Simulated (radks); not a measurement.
The numbers below are computed, except where a source is named.
Neutral lutetium, 71 electrons, occupied as [Xe] 4f14 5d1 6s2. Code: a radial shooting solver on a logarithmic mesh with Libxc functionals. Model: scalar-relativistic Kohn-Sham, exchange-only B88, spin-polarised, spherical densities, point nucleus; open shells are filled with parallel spins first (spin-orbit coupling, left out, can overturn this in heavy ions). Some entries of the table are withheld. Estimate them.

orbital  occ.  eigenvalue (eV)  r(max) (bohr)  <r^2> (bohr^2)
1s down     1        -63252.47        0.01213       0.0005119
1s up       1        -63252.47        0.01213       0.0005119
2s up       1        -10766.28        0.06930        0.007917
2s down     1        -10766.27        0.06930        0.007917
2p up       3        -9470.956        0.05659        0.006493
2p down     3        -9470.943        0.05659        0.006493
3s down     1        -2438.896         0.1957         0.05167
3s up       1        -2438.890         0.1957         0.05167
3p down     3        -2050.288         0.1931         0.05225
3p up       3        -2050.282         0.1931         0.05225
3d up       5        -1583.943         0.1574         0.04343
3d down     5        -1583.940         0.1574         0.04343
4s down     1        -484.5028         0.4460          0.2579
4s up       1        -484.4990         0.4460          0.2579
4p down     3        -357.0052         0.4670          0.2935
4p up       3        -357.0009         0.4670          0.2935
4d down     5        -190.7941         0.4807          0.3481
4d up       5        -190.7939         0.4807          0.3481
5s up       1         -60.1851          1.043           1.551
5s down     1         -59.9311          1.042           1.543
5p up       3         -30.8868          1.197           2.238
5p down     3         -30.4879          1.194           2.218
4f up       7          -8.5959            (1)          0.7111
4f down     7          -8.5311            (2)          0.7000
6s up       1          -4.3215          3.044           15.27
6s down     1          -3.6947          3.086           16.28
5d up       1          -1.3403          1.881             (3)
5d down     0          -0.7157          1.863             (4)

Answer. 
(1) 4f up r(max) (bohr): 0.4684
(2) 4f down r(max) (bohr): 0.4683
(3) 5d up <r^2> (bohr^2): 11.91
(4) 5d down <r^2> (bohr^2): 14.62
